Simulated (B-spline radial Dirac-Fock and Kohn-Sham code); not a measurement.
Binding energies of Sc⁶⁺ at several levels of theory

System: scandium as Sc⁶⁺, configuration [Ne] 3s2 3p3.

The density-functional columns are spherical, spin-unpolarised Dirac-Kohn-Sham results without Breit or QED terms: −ε is minus the orbital energy of the initial state and ΔSCF the difference of two total energies. The reference in the last column comes from Dirac-Fock energy differences between relaxed states, corrected for Breit and QED terms. All numbers are from a radial atomic solver, in eV; a selection of levels is shown. The Kohn-Sham columns are given as differences from the reference.

```
level  PBE −ε − DF  PBE ΔSCF − DF  LDA −ε − DF  LDA ΔSCF − DF  Dirac-Fock
   1s       -111.7          +19.6       -123.8           +7.1      4620.2
   2s        -43.3          -15.0        -44.7          -16.3       625.1
2p3/2        -30.3           +1.4        -30.5           +1.2       525.1
   3s        -10.8           +0.2        -11.0            0.0       157.8
   3p         -9.4           +1.3         -9.4           +1.4       133.4
```

Values without a named source are computed, but for edge energies of neutral atoms, which are taken from tables.
